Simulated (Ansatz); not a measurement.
Reaction (cleavage of the Si–As bond): `O[AsH][SiH3]` + `[OH][Al]([F])[F]` → `[F][Al]([F])[O][SiH3]` + `O[AsH2]`

Program: Ansatz. Geometries: PBE0-D4/def2-TZVP. ΔE: electronic, gas phase. CCSD(T)/CBS is the MP2 limit (def2-TZVPP, def2-QZVPP) plus CCSD(T) − MP2 in def2-TZVPP, frozen cores. DFT in def2-TZVPP. B3LYP here is the variant with VWN-RPA as its local correlation; programs differ in this. For As outer-core shells are correlated without core-valence functions, which leaves a few kJ/mol of doubt a bond. Scalar relativity is left out up to krypton. Each species was taken in one conformer, which may not be the lowest.

CCSD(T)/CBS gives -20.0 kcal/mol.

(1) Another level gave -14.8 kcal/mol. Which?
A. SCS-MP2/def2-TZVPP
B. PBE/def2-TZVPP
C. r2SCAN/def2-TZVPP
D. B3LYP-D4/def2-TZVPP

Largest T1 diagnostic among the species: 0.013.

Results:

(1) B. PBE -14.8, SCS-MP2/def2-TZVPP -22.5, r2SCAN -18.9, B3LYP-D4 -19.9 kcal/mol.

From r2SCAN to r2SCAN0 (25 % exact exchange), in def2-TZVPP and without D4, ΔE moves by −1.0 kcal/mol. In def2-TZVPP, CCSD(T) changes the Hartree–Fock value by +6.8 kcal/mol (the triples alone add +1.1 kcal/mol) and MP2 by +6.6 kcal/mol.
